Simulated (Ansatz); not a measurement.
`C[SiH](O)[SiH3]` + H–F → `C[SiH](F)[SiH3]` + H₂O  (ligand exchange at the Si–O bond)

Gas-phase electronic energies from Ansatz, PBE0-D4/def2-TZVP geometries. CCSD(T)/CBS is the MP2 limit (def2-TZVPP, def2-QZVPP) plus CCSD(T) − MP2 in def2-TZVPP, frozen cores. This one scheme is used for every species. Functionals use def2-TZVPP. B3LYP here is the variant with VWN-RPA as its local correlation; programs differ in this. One conformer a species, not always the lowest.

```csv
level,ΔE (eV)
r2SCANh-D4,-0.49
CAM-B3LYP-D4,-0.50
B3LYP,-0.52
CCSD(T)/def2-TZVPP,-0.45
```

Problem. What does CCSD(T)/CBS give? (Best estimate.)

Solution. The calculation gave: -0.47 eV. The listed levels differ from it by -0.02, -0.03, -0.05, 0.02 eV.

Largest T1 diagnostic among the species: 0.012.

The D4 term adds +0.04 eV with B3LYP and +0.02 eV with PBE0; it sums over pairs of atoms, weighted by their polarisabilities, and B3LYP, whose exchange is more repulsive, gets the larger term. In def2-TZVPP, CCSD(T) changes the Hartree–Fock value by +0.09 eV (the triples alone add +0.01 eV) and MP2 by +0.11 eV. Leaving LDA and LC-ωPBE aside and taking each functional with its dispersion term where it has one, the values, not all of them listed here, spread over 0.08 eV, from B97M-V to revPBE-D4. LDA lies +0.05 eV from PBE without D4.
